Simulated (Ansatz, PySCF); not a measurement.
Reaction (SMILES): CCC[CH]SCC -> C[CH]CCCSC
Geometries: B3LYP-D3(BJ)/def2-TZVP minima from Ansatz (a first-principles code), one conformer each, not searched for the lowest.

Property: isomerisation energy (enthalpy at 298 K, with B3LYP-D3(BJ) rigid-rotor harmonic-oscillator terms from PySCF), in eV. Cores are frozen in the correlated levels unless marked. UHF or UKS for open shells. Spin-orbit coupling is left out. Non-relativistic. CBS marks a two-point X^-3 extrapolation of the correlation energy; Hartree-Fock from the larger set. [CCSD(T)-MP2]/basis is that difference in the basis named.

```json
[
 {"level": "HF/STO-3G", "program": "Ansatz", "isomerisation energy (eV)": "0.06", "minus last row": "-0.23"},
 {"level": "HF/6-31G*", "program": "Ansatz", "isomerisation energy (eV)": "0.06", "minus last row": "-0.23"},
 {"level": "HF/cc-pV(T+d)Z", "program": "Ansatz", "isomerisation energy (eV)": "0.09", "minus last row": "-0.20"},
 {"level": "HF/cc-pV(Q+d)Z", "program": "Ansatz", "isomerisation energy (eV)": "0.09", "minus last row": "-0.20"},
 {"level": "PBE-D4/def2-TZVPD", "program": "Ansatz + dftd4", "isomerisation energy (eV)": "0.33", "minus last row": "0.04"},
 {"level": "revPBE-D4/def2-TZVPD", "program": "Ansatz + dftd4", "isomerisation energy (eV)": "0.32", "minus last row": "0.03"},
 {"level": "B3LYP-D4/def2-TZVPD", "program": "Ansatz + dftd4", "isomerisation energy (eV)": "0.30", "minus last row": "0.01"},
 {"level": "PBE0-D3(BJ)/def2-TZVP", "program": "Ansatz + dftd3", "isomerisation energy (eV)": "0.29", "minus last row": "0.00"},
 {"level": "PBE0-D4/def2-TZVPD", "program": "Ansatz + dftd4", "isomerisation energy (eV)": "0.29", "minus last row": "0.00"},
 {"level": "r2SCANh/def2-TZVPD", "program": "Ansatz", "isomerisation energy (eV)": "0.26", "minus last row": "-0.03"},
 {"level": "r2SCAN0/def2-TZVPD", "program": "Ansatz", "isomerisation energy (eV)": "0.25", "minus last row": "-0.04"},
 {"level": "CAM-B3LYP-D3(BJ)/def2-TZVPD", "program": "Ansatz + dftd3", "isomerisation energy (eV)": "0.28", "minus last row": "-0.01"},
 {"level": "RI-MP2/CBS(cc-pV(T+d)Z,cc-pV(Q+d)Z)", "program": "Ansatz", "isomerisation energy (eV)": "0.28", "minus last row": "-0.01"},
 {"level": "SCS-MP2/cc-pV(D+d)Z", "program": "Ansatz", "isomerisation energy (eV)": "0.24", "minus last row": "-0.05"},
 {"level": "RI-MP2/CBS(cc-pV(T+d)Z,cc-pV(Q+d)Z)+[CCSD(T)-MP2]/cc-pV(T+d)Z", "program": "Ansatz", "isomerisation energy (eV)": "0.29", "minus last row": "0.00"}
]
```
